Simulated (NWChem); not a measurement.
System: CH$_{3}$ISn, singlet; SMILES [CH3][Sn][I]

NWChem input:

```
start job
memory heap 200 mb stack 900 mb global 1100 mb
geometry units angstroms noautoz
  Sn    -0.307983     1.287217    -0.005958
  I      0.049740    -1.448398     0.007077
  C      1.840475     1.753836    -0.001395
  H      2.010300     2.841587    -0.023288
  H      2.327686     1.291140    -0.874940
  H      2.311106     1.331274     0.901410
end
basis spherical
  Sn library def2-svp
  I library def2-svp
  C library def2-svp
  H library def2-svp
end
ecp
  Sn library def2-ecp
  I library def2-ecp
end
dft
  xc m06-2x
  iterations 150
  mulliken
end
task dft gradient
```

Output (shortened):

```
             Northwest Computational Chemistry Package (NWChem) 7.3.0
             --------------------------------------------------------

 C1  symmetry detected

                             Geometry "geometry" -> ""
                             -------------------------

 Output coordinates in angstroms (scale by  1.889725989 to convert to a.u.)

  No.       Tag          Charge          X              Y              Z
 ---- ---------------- ---------- -------------- -------------- --------------
    1 Sn                  50.0000    -0.33698451     1.25935723    -0.00002743
    2 I                   53.0000    -0.01194155    -1.48036396    -0.00001795
    3 C                    6.0000     1.81690041     1.70027171    -0.00026025
    4 H                    1.0000     1.99964382     2.78600348    -0.01796487
    5 H                    1.0000     2.29581562     1.23562650    -0.87735093
    6 H                    1.0000     2.28526577     1.26816820     0.89920042

 Effective nuclear repulsion energy (a.u.)     685.6272267534

                                 NWChem DFT Module
                                 -----------------

 Summary of "ao basis" -> "ao basis" (spherical)
 ------------------------------------------------------------------------------
       Tag                 Description            Shells   Functions and Types
 ---------------- ------------------------------  ------  ---------------------
 Sn                         def2-svp                10       26   4s4p2d
 I                          def2-svp                10       26   4s4p2d
 C                          def2-svp                 6       14   3s2p1d
 H                          def2-svp                 3        5   2s1p

            General Information
            -------------------
          SCF calculation type: DFT
          Wavefunction type:  closed shell.
          No. of atoms     :     6
          No. of electrons :    56
           Alpha electrons :    28
            Beta electrons :    28
          Charge           :     0
          Spin multiplicity:     1
          Use of symmetry is: off; symmetry adaption is: off
          Maximum number of iterations: 150
          AO basis - number of functions:    81
                     number of shells:    35
          Convergence on energy requested:  1.00D-06
          Convergence on density requested:  1.00D-05
          Convergence on gradient requested:  5.00D-04

              XC Information
              --------------
                       M06-2X Method XC Functional
                     Hartree-Fock (Exact) Exchange  0.540
                        M06-2X Exchange Functional  1.000
                      M06-2X Correlation Potential  1.000

             Grid Information
             ----------------
          Grid used for XC integration:  medium
          Radial quadrature: Mura-Knowles
          Angular quadrature: Lebedev.
          Tag              B.-S. Rad. Rad. Pts. Rad. Cut. Ang. Pts.
          ---              ---------- --------- --------- ---------
          Sn                  1.45      123          10.0       590
          I                   1.40      123          12.0       590
          C                   0.70       49          11.0       434
          H                   0.35       45          12.0       434
          Grid pruning is: on
          Number of quadrature shells:   430
          Spatial weights used:  Erf1

      Superposition of Atomic Density Guess
      -------------------------------------

 Sum of atomic energies:        -635.34551044

      Non-variational initial energy
      ------------------------------

 Total energy =    -549.760746
 1-e energy   =   -1326.256434
 2-e energy   =     585.508531
 HOMO         =      -0.231925
 LUMO         =      -0.058554

     ---------------------------------------------
      Total Density - Mulliken Population Analysis
     ---------------------------------------------

    Atom       Charge   Shell Charges
 -----------   ------   -------------------------------------------------------
    1 Sn  22    21.05   1.60  0.43  1.20  0.69  3.27  2.72  0.65  0.42  9.77  0.31
    2 I   25    25.57   1.83  0.22  1.24  0.68  2.92  3.14  2.71  2.83  9.83  0.19
    3 C    6     6.76   1.99  0.98  0.33  2.12  1.33  0.01
    4 H    1     0.88   0.66  0.19  0.03
    5 H    1     0.88   0.65  0.19  0.03
    6 H    1     0.88   0.65  0.19  0.03

   convergence    iter        energy       DeltaE   RMS-Dens  Diis-err
 ---------------- ----- ----------------- --------- --------- ---------
 d= 0,ls=0.0,diis     1   -551.7219674086 -7.43D+02  1.10D-02  1.87D-01
 d= 0,ls=0.0,diis     2   -551.7358670844 -1.39D-02  4.77D-03  1.25D-01
 d= 0,ls=0.0,diis     3   -551.7560247752 -2.02D-02  7.92D-04  2.82D-03
 d= 0,ls=0.0,diis     4   -551.7564639606 -4.39D-04  2.27D-04  1.21D-04
 d= 0,ls=0.0,diis     5   -551.7564838232 -1.99D-05  8.74D-05  4.24D-05
  Resetting Diis
 d= 0,ls=0.0,diis     6   -551.7564910595 -7.24D-06  1.69D-05  5.54D-07
 d= 0,ls=0.0,diis     7   -551.7564912106 -1.51D-07  4.26D-06  2.21D-08

         Total DFT energy =     -551.756491210626
      One electron energy =    -1328.469643263267
           Coulomb energy =      632.407946062246
    Exchange-Corr. energy =      -46.681951402385
 Nuclear repulsion energy =      190.987157392780

 Numeric. integr. density =       56.000002398038

                       DFT Final Molecular Orbital Analysis
                       ------------------------------------

 Vector   26  Occ=2.000000D+00  E=-3.120861D-01
              MO Center= -1.4D-01, -8.3D-01, -6.4D-03, r^2= 3.7D+00
   Bfn.  Coefficient  Atom+Function         Bfn.  Coefficient  Atom+Function
  ----- ------------  ---------------      ----- ------------  ---------------
    37      0.426539  2 I  px                40      0.393615  2 I  px
    38      0.319623  2 I  py                41      0.284223  2 I  py
     3     -0.209940  1 Sn s                 34     -0.175670  2 I  px
     4     -0.155654  1 Sn s                 11      0.147601  1 Sn px
    31     -0.142882  2 I  px                12     -0.136828  1 Sn py

 Vector   27  Occ=2.000000D+00  E=-3.119282D-01
              MO Center= -2.6D-02, -1.3D+00,  6.2D-03, r^2= 2.4D+00
   Bfn.  Coefficient  Atom+Function         Bfn.  Coefficient  Atom+Function
  ----- ------------  ---------------      ----- ------------  ---------------
    39      0.568907  2 I  pz                42      0.536304  2 I  pz
    36     -0.235195  2 I  pz                33     -0.191537  2 I  pz
    13      0.095482  1 Sn pz                16      0.094028  1 Sn pz
    18      0.040937  1 Sn d -1              23     -0.040375  1 Sn d -1
    37     -0.035936  2 I  px                58     -0.034879  3 C  pz

 Vector   28  Occ=2.000000D+00  E=-2.758826D-01
              MO Center= -2.3D-02,  4.5D-01,  1.2D-04, r^2= 5.2D+00
   Bfn.  Coefficient  Atom+Function         Bfn.  Coefficient  Atom+Function
  ----- ------------  ---------------      ----- ------------  ---------------
    40      0.357346  2 I  px                37      0.351215  2 I  px
     3      0.316341  1 Sn s                  4      0.311367  1 Sn s
    11     -0.296416  1 Sn px                56      0.262971  3 C  px
    59      0.210349  3 C  px                55     -0.207582  3 C  s
    14     -0.163321  1 Sn px                34     -0.145140  2 I  px

 Vector   29  Occ=0.000000D+00  E=-7.658913D-02
              MO Center= -3.2D-01,  1.1D+00, -6.0D-04, r^2= 4.2D+00
   Bfn.  Coefficient  Atom+Function         Bfn.  Coefficient  Atom+Function
  ----- ------------  ---------------      ----- ------------  ---------------
    16      0.696823  1 Sn pz                13      0.457711  1 Sn pz
    42     -0.244524  2 I  pz                10     -0.158875  1 Sn pz
    39     -0.157914  2 I  pz                 7     -0.149985  1 Sn pz
    78     -0.113907  6 H  s                 73      0.111996  5 H  s
    77     -0.074194  6 H  s                 72      0.072619  5 H  s

 Vector   30  Occ=0.000000D+00  E=-1.758129D-03
              MO Center= -3.4D-01,  1.0D+00,  2.4D-04, r^2= 5.9D+00
   Bfn.  Coefficient  Atom+Function         Bfn.  Coefficient  Atom+Function
  ----- ------------  ---------------      ----- ------------  ---------------
    15      1.007590  1 Sn py                41      0.633218  2 I  py
    30      0.500704  2 I  s                 12      0.396046  1 Sn py
     3     -0.262108  1 Sn s                 55     -0.253543  3 C  s
    38      0.234169  2 I  py                 4     -0.178340  1 Sn s
    29      0.160475  2 I  s                  9     -0.136630  1 Sn py

 Vector   31  Occ=0.000000D+00  E= 5.199491D-02
              MO Center=  1.1D-01,  1.2D+00,  3.1D-03, r^2= 6.4D+00
   Bfn.  Coefficient  Atom+Function         Bfn.  Coefficient  Atom+Function
  ----- ------------  ---------------      ----- ------------  ---------------
    55      1.550688  3 C  s                 14     -1.232024  1 Sn px
     4     -0.912059  1 Sn s                 59     -0.421103  3 C  px
    41      0.316767  2 I  py                68     -0.290072  4 H  s
    78     -0.278321  6 H  s                 73     -0.269568  5 H  s
    30      0.239042  2 I  s                 11     -0.214764  1 Sn px

[...]

                         DFT ENERGY GRADIENTS

    atom               coordinates                        gradient
                 x          y          z           x          y          z
   1 Sn     -0.636808   2.379840  -0.000052    0.000551  -0.003207   0.000020
   2 I      -0.022566  -2.797482  -0.000034   -0.000700   0.002928  -0.000010
   3 C       3.433444   3.213048  -0.000492   -0.000171  -0.000228  -0.000007
   4 H       3.778779   5.264783  -0.033949   -0.000276   0.001402  -0.000027
   5 H       4.338462   2.334996  -1.657953    0.000316  -0.000475  -0.001038
   6 H       4.318526   2.396490   1.699242    0.000280  -0.000421   0.001063
```

Level: M06-2X/def2-SVP with def2 effective core potentials on Sn, I. Low-valent species are run as closed-shell singlets; no triplet was tried in these runs. All runs use the structure optimised with PBE0/def2-SVP. def2 effective core potentials on Sn, I; no spin-orbit coupling.
